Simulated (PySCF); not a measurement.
NMR data simulated for an unnamed compound:

$^{1}$H NMR (500 MHz, computed): δ 8.83 (m, 1H), 8.82 (m, 1H), 6.54 (m, 1H), 6.46 (m, 1H), 6.04 (m, 1H), 4.93 (d, 1H), 2.58 (s, 3H).

$^{13}$C{$^{1}$H} NMR (computed): δ 245.4 (C), 174.2 (CH2), 143.1 (CH2), 143.1 (CH), 38.4 (CH3).

How the numbers were obtained: GFN2-xTB geometry, shielding tensors at PBE0/pcSseg-1 (GIAO), in PySCF 2.14.0 with density-fitted response routines (averaged over atoms made equivalent by symmetry, fast rotation or ring inversion, a single conformation, non-relativistic, gas phase).

δ = σ(ref) − σ, references computed at the same level: TMS for $^{1}$H and $^{13}$C.

Problem. Which of these does the molecule contain: a non-aromatic C=C double bond, a heteroaromatic ring, an amide, a vinyl group CH=CH2, a Si–H bond, a three-membered ring?

Solution. 
- A non-aromatic C=C double bond: yes.
- A heteroaromatic ring: no.
- An amide: no.
- A vinyl group CH=CH2: yes (δC 143.1, 143.1; δH 6.04 (m), 6.54 (m), 6.46 (m)).
- A Si–H bond: yes (δH 4.93 (d)).
- A three-membered ring: no.

The data belong to SMILES [Si@@H](C=C)(N=C)C(C)=O, C5H9NOSi; they needn't prove each group on their own.

Carbon signals by region: 2 in the far downfield region (above 160 ppm), 2 in the sp2 and nitrile region (100–160 ppm), 1 below 50 ppm. Above 160 ppm: 245.4, carbonyl carbon, 174.2, C=N carbon.

Shifts are as computed. Against solution values, carbons near 30 ppm lie about +3 ppm off and those near 130 ppm about +5 ppm. Of 1211 compounds with measured shifts, 218 miss one by over three times the rms of a fit or turn the order of signals round; such compounds aren't used in these exercises. No couplings were computed; multiplicities are counted from neighbouring protons, with m where these are inequivalent, close in shift, in a saturated or five-membered ring or joined by F or P, and br s for small geminal =CH2 splittings.
